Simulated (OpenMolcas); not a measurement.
## d9 ions of charge +2 down a group on the Y site of Cs2NaYCl6

* Program: OpenMolcas 26.06
* Method: CASSCF
* Spin-orbit coupling: RASSI with atomic mean-field integrals over the reference wave functions

The d shell is active. Each dopant is a cluster with its nearest anions in model potentials and point charges, with no relaxation and no local charge compensation. Distances were set from a Shannon-type radius of the metal (high-spin where two are listed) plus a fixed donor radius (Cl 1.76 Å), in hosts weighted 0.65 to 0.35 with the host's distance in the model lattice. Ligand basis ANO-RCC-VDZP, DKH2 Hamiltonian. States (labels of O, the rotations of Oh). Energies in cm-1 above the lowest state or level, χT in cm3 K/mol; 10Dq is the gap between the two states. Spin-only χT is S(S+1) / 2 for the spin of the ground state.

```json
{"Ion": "Cu2+", "Shell": "3d9", "R (Å)": "2.535", "Metal basis": "ANO-RCC-VTZP", "Ground state": "2E", "First state of that spin": "2T2 3074", "10Dq": "3074", "First gap with spin-orbit (degeneracies)": "2524 (4, 2)", "χT at 300 K": "0.803", "Spin-only χT": "0.375"}
{"Ion": "Ag2+", "Shell": "4d9", "R (Å)": "2.672", "Metal basis": "ANO-RCC-VTZP", "Ground state": "2E", "First state of that spin": "2T2 7562", "10Dq": "7562", "First gap with spin-orbit (degeneracies)": "6305 (4, 2)", "χT at 300 K": "0.649", "Spin-only χT": "0.375"}
```

|10Dq| changes by a factor of 7562 / 3074 = 2.46 from Cu2+ to Ag2+.

χT departs most from the spin-only value for Cu2+, by +0.428 cm3 K/mol.

An orbital doublet at a regular site is open to a Jahn-Teller distortion, which this geometry leaves out. Ligand-to-metal charge-transfer states are missing. With metal d orbitals alone and no dynamic correlation the field as a rule comes out too small, by tens of per cent, by up to half for chloride and softer ligands, and the orbital part of g and χT, which goes as 1/10Dq, too large (holds for Cu2+). With metal d orbitals alone the field can be off either way by tens of per cent (holds for Ag2+). No measured value stands beside these numbers; the geometry was set by hand and not optimised.
